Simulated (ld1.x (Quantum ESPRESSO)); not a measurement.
**Cutoff test, P, TM**

| Quantity | Value |
| --- | --- |
| Element | phosphorus (P) |
| Generator | ld1.x (Quantum ESPRESSO) 7.5 |
| Type | norm-conserving Troullier–Martins (Kleinman–Bylander form) |
| Functional | LDA (PZ) |
| Relativity | non-relativistic |
| Frozen core | [He] |
| Valence charge | 13 |
| Reference configuration | 2s2 2p6 3s2 3p3 |
| Partial waves | 2s (bound): rc 0.70 bohr; 2p (bound): rc 0.75 bohr; 3d channel at 0.45 Ry: rc 0.75 bohr |
| Local potential | the d channel |
| Core correction | Bessel-smoothed model core inside 0.70 bohr |

Occupied shells without a wave of their own: 3p, 3s. They enter only through the test configuration that unscreens the potential, and ld1.x also counts them in the model core charge.

The pseudo-atom Hamiltonian at the reference potential is diagonalised in spherical Bessel functions j_l(qr) that vanish at 20 bohr, with q² up to the cutoff. All-electron valence levels (Ry): 2s -12.6580, 3s -1.0250, 2p -9.1526, 3p -0.4126.

Task: How do the lowest levels (Ry) of each channel move with the cutoff, and are there ghosts?

Result:

```csv
cutoff (Ry),s #1,s #2,p #1,p #2,d #1,d #2,f #1,Σ f·Δε (mRy)
8,-7.7823,-0.4310,-1.2192,0.0058,0.0657,0.1445,0.1152,59806.4
25,-11.8026,-0.8896,-3.1131,-0.0654,0.0653,0.1419,0.1152,39272.0
50,-12.5880,-1.0341,-4.9867,-0.1572,0.0652,0.1411,0.1152,25895.2
100,-12.6161,-1.0413,-7.5464,-0.3032,0.0652,0.1409,0.1152,10028.0
180,-12.6558,-1.0421,-8.9805,-0.3939,0.0651,0.1408,0.1152,1070.5
400,-12.6584,-1.0423,-9.1518,-0.4062,0.0651,0.1408,0.1152,0.0
```

Result: no extra level below or beside the all-electron valence levels (s, p, d, f tested); 10 mRy is reached at 300 Ry and 1 mRy at over 300 Ry.

ld1.x takes every shell without a wave as core, so the model core holds the 3p, 3s electrons as well and exchange and correlation see them twice. This cancels in the reference configuration, but the file is broken for other ones, and its errors say nothing about a proper core correction. Its largest configuration-test error is -840 meV.
